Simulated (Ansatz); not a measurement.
Ansatz results at the PBE0-D4/def2-TZVP geometry: HOMO energy (PBE/def2-TZVPP) -5.57 eV; HOMO–LUMO gap (PBE0/def2-TZVPP) 5.80 eV; HOMO energy (ωB97M-V/def2-TZVPP) -9.06 eV.

Each molecule was computed in one conformer, which needn't be the lowest.

(1) Which molecule gave them?
A. `[NH2][Mo]([F])(=[S])=[S]`
B. `C[N]=[Mo]([CH3])([OH])=[N]C`
C. `[O]=[Mo]([F])([F])([Cl])[Cl]`
D. `[CH3][Mo](=[O])(=[O])[OH]`

Answers

(1) B. The others give `[CH3][Mo](=[O])(=[O])[OH]`: -7.42, 6.57, -11.28; `[NH2][Mo]([F])(=[S])=[S]`: -6.32, 4.17, -9.40; `[O]=[Mo]([F])([F])([Cl])[Cl]`: -8.15, 4.24, -11.70.
